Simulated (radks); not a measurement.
Species: Ce2+. Configuration: [Xe] 4f2. Calculated with a radial shooting solver on a logarithmic mesh with Libxc functionals: scalar-relativistic Kohn-Sham, PBEsol, spin-unpolarised, spherical densities, finite nucleus; Fermi nuclear charge, rms radius 4.8771 fm.

Normalised radial functions P(r) = r R(r), r in bohr:

r,4d,4f
0.0008633,0.0000,0.0000
0.0009891,0.0000,0.0000
0.001142,0.0000,0.0000
0.001309,0.0000,0.0000
0.001511,0.0000,0.0000
0.001732,0.0000,0.0000
0.002,0.0000,0.0000
0.002291,0.0001,0.0000
0.002646,0.0001,0.0000
0.003031,0.0001,0.0000
0.003501,0.0002,0.0000
0.004011,0.0002,0.0000
0.004632,0.0004,0.0000
0.005307,0.0005,0.0000
0.006129,0.0008,0.0000
0.007022,0.0012,0.0000
0.008109,0.0017,0.0000
0.009291,0.0025,0.0000
0.01073,0.0037,0.0000
0.01229,0.0053,0.0000
0.0142,0.0078,0.0000
0.01627,0.0111,0.0001
0.01863,0.0158,0.0001
0.02152,0.0229,0.0002
0.02466,0.0322,0.0004
0.02848,0.0458,0.0006
0.03262,0.0634,0.0010
0.03768,0.0884,0.0017
0.04317,0.1195,0.0027
0.04985,0.1621,0.0044
0.05711,0.2127,0.0069
0.06596,0.2781,0.0109
0.07557,0.3508,0.0167
0.08727,0.4371,0.0258
0.09999,0.5229,0.0383
0.1155,0.6101,0.0572
0.1323,0.6779,0.0821
0.1528,0.7193,0.1177
0.175,0.7136,0.1619
0.2022,0.6439,0.2215
0.2316,0.5069,0.2904
0.2675,0.2836,0.3762
0.3064,0.0081,0.4671
0.3511,-0.3081,0.5634
0.4055,-0.6502,0.6649
0.4645,-0.9388,0.7530
0.5365,-1.1638,0.8291
0.6146,-1.2711,0.8772
0.7098,-1.2633,0.8985
0.8132,-1.1541,0.8898
0.9392,-0.9630,0.8527
1.076,-0.7496,0.7965
1.243,-0.5277,0.7214
1.424,-0.3480,0.6412
1.644,-0.2032,0.5515
1.884,-0.1105,0.4663
2.176,-0.0515,0.3790
2.492,-0.0221,0.3020
2.879,-0.0077,0.2287
3.298,-0.0024,0.1693
3.809,-0.0006,0.1175
4.364,-0.0001,0.0787
5.039,0.0000,0.0478
5.773,0.0000,0.0275

4d: eigenvalue -116.44 eV, 1 radial node at r = 0.308 bohr, <r> = 0.750 bohr, 90 % of the charge inside 1.13 bohr. 4f: eigenvalue -12.975 eV, 0 radial nodes, <r> = 1.22 bohr, 90 % of the charge inside 2.17 bohr.
